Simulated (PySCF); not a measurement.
Mg(Br)(OSiH3) (BrH₃MgOSi), SMILES [SiH3][O][Mg][Br].

Geometry: r2SCAN-D4/def2-SVP. The structure was generated by enumeration; whether it is a known compound was not checked. The values are those of a single conformer.

Method: PySCF with TDDFT-PBE/def2-SVPD.

Vertical excitations; the highest root listed may be one member of a degenerate set.  State labels are in the subgroup Cs.

Computed lowest excited states:
| state | symmetry | energy (eV) | λ (nm) | f | main pairs |
|---|---|---|---|---|---|
| S1 | A" | 4.40 | 282 | 0.005 | HOMO→LUMO (degenerate set) |
| S2 | A' | 4.40 | 282 | 0.005 | HOMO−1→LUMO (degenerate set) |
| S3 | A" | 4.81 | 258 | 0.037 | HOMO−3→LUMO (degenerate set) |
| S4 | A' | 4.81 | 258 | 0.037 | HOMO−2→LUMO (degenerate set) |
| S5 | A" | 6.01 | 206 | 0.001 | HOMO−1→LUMO+1, HOMO→LUMO+2 (degenerate set) |
| S6 | A' | 6.01 | 206 | 0.001 | HOMO→LUMO+1, HOMO−1→LUMO+2 (degenerate set) |
| S7 | A" | 6.01 | 206 | 0.000 | HOMO→LUMO+2 50 %, HOMO−1→LUMO+1 50 % |
| S8 | A' | 6.16 | 201 | 0.002 | HOMO−4→LUMO 47 %, HOMO−1→LUMO+2 22 %, HOMO→LUMO+1 22 % |
| S9 | A' | 6.29 | 197 | 0.178 | HOMO−4→LUMO 26 %, HOMO−1→LUMO+2 26 %, HOMO→LUMO+1 26 %, HOMO−3→LUMO+1 10 % |
| S10 | A' | 6.32 | 196 | 0.012 | HOMO−6→LUMO 100 % |
| T1 | A" | 4.27 | 291 | 0 | HOMO→LUMO (degenerate set) |
| T2 | A' | 4.27 | 291 | 0 | HOMO−1→LUMO (degenerate set) |
| T3 | A" | 4.60 | 270 | 0 | HOMO−3→LUMO (degenerate set) |
| T4 | A' | 4.60 | 270 | 0 | HOMO−2→LUMO (degenerate set) |
Triplets are in the Tamm–Dancoff approximation, which puts them higher than full response would, so one can lie above its singlet here.
